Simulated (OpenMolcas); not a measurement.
What dynamic correlation does to the levels of Fe III

- Program: OpenMolcas 26.06
- Basis: ANO-RCC-VDZP [5s4p2d1f]
- Scalar Hamiltonian: DKH2, point nucleus
- Active space: 6 electrons in 5 orbitals (3d)
- State averaging: 2S+1 = 5 even, 5 roots; 2S+1 = 3 even, 45 roots; 2S+1 = 1 even, 50 roots
- Spin-orbit coupling: RASSI with atomic mean-field integrals over the reference wave functions, term energies averaged over their components

Methods on the same reference wave functions:
A. CASSCF
B. SS-CASPT2, IPEA 0.25 Eh, imaginary shift 0.1 Eh (closed shells correlated: 3s 3p)
C. MS-CASPT2, IPEA 0.25 Eh, imaginary shift 0.1 Eh (closed shells correlated: 3s 3p)

Energies in cm-1 above 3d6 5D4, the measured ground level; measured values from Corliss and Sugar, J. Phys. Chem. Ref. Data 11, 135 (1982).

| Level | A | B | C | Measured |
| --- | --- | --- | --- | --- |
| 3d6 5D4 | 0.0 | 0.0 | 0.0 | 0.0 |
| 3d6 5D3 | 449 | 451 | 451 | 436 |
| 3d6 5D2 | 768 | 767 | 767 | 739 |
| 3d6 5D1 | 974 | 970 | 970 | 932 |
| 3d6 5D0 | 1075 | 1069 | 1069 | 1027 |
| 3d6 3H6 | 22319 | 20940 | 20940 | 20051 |
| 3d6 3H5 | 22554 | 21170 | 21170 | 20301 |
| 3d6 3H4 | 22732 | 21320 | 21320 | 20482 |
| 3d6 3P2(1) | 24421 | 19310 | 19310 | 19405 |
| 3d6 3F4(1) | 25563 | 21970 | 21960 | 21462 |
| 3d6 3P1(1) | 25728 | 20620 | 20620 | 20688 |
| 3d6 3F3(1) | 25809 | 22190 | 22190 | 21700 |
| 3d6 3F2(1) | 25992 | 22340 | 22350 | 21857 |
| 3d6 3P0(1) | 26285 | 21180 | 21170 | 21208 |
| 3d6 3G5 | 28200 | 25770 | 25770 | 24559 |
| 3d6 3G4 | 28610 | 26140 | 26150 | 24941 |
| 3d6 3G3 | 28804 | 26340 | 26340 | 25142 |
| 3d6 1I6 | 33588 | 31780 | 31780 | 30356 |
| 3d6 1G4(1) | 35417 | 32270 | 32250 | 30886 |
| 3d6 3D1 | 36505 | 32280 | 32280 |  |
| 3d6 3D2 | 36534 | 32290 | 32290 |  |
| 3d6 3D3 | 36659 | 32430 | 32430 | 30858 |
| 3d6 1S0(1) | 41167 | 35820 | 35710 | 34812 |
| 3d6 1D2(1) | 44110 | 37450 | 37440 | 35804 |

Deviations, from unrounded energies. A percentage is the sum of absolute deviations over the sum of measured energies, with the sign that they share, or ± where signs differ.

```csv
Against measurement,Levels,A,B,C
mean absolute deviation (cm-1),21,3500,720,710
fine structure of the ground term (%),4,+4.2,+3.9,+3.9
other terms of the ground configuration (%),17,+17.3,±3.5,±3.5
```

B, C lie about equally close to measurement and A furthest from it. The largest miss of C in the table is 3d6 1D2(1), by +1600 cm-1. The ranking rests on the paired levels alone, and a cruder setting can come out closer through cancelling errors.

Between B and C the level of the table that moves most is 3d6 1S0(1), by 110 cm-1 (lowest in C, highest in B). Moves below CASPT2's spread within the term are not significant.

The two smallest mean deviations differ by little beside CASPT2's spread within terms, so their order carries little weight.

From A to B the spin-free energies of the other terms of 3d6 shown, above 5D, scale by factors of 0.79 to 0.95, as is usual when dynamic correlation screens the repulsion within a d or f shell.

The lowest spin-free term lies below A's lowest term by 0.333 hartree in B, 0.333 hartree in C.

CASPT2 breaks the degeneracy within a term, and the mean is taken; among the terms shown or strongly mixed into the levels shown the widest spread is 1300 cm-1 (3d6 1I, C). Without dynamic correlation excited terms often stand tens of per cent too high (terms of higher spin than the ground term too low), and those without a measured partner can miss by more than the paired ones (holds for A). Some levels mix across a computed gap that differs much from the measured one, so their mixing is not that of the real levels (holds for B; C). The CASPT2 spread within a term exceeds the gap to the next term for 3d6 1I and 3d6 1G(1), so the order of their levels is uncertain (holds for C). Computed and measured levels are paired by configuration, term and J; levels that our copy of the source lacks, or whose pairing is in doubt (as where it misses far off the trend of its configuration), stay unpaired and out of the deviations. Only configurations of the active space appear. The table leaves out levels that lie high or whose names do not pair safely across all columns.

A number in round brackets counts repeated terms of one configuration in the order of the reference energies.
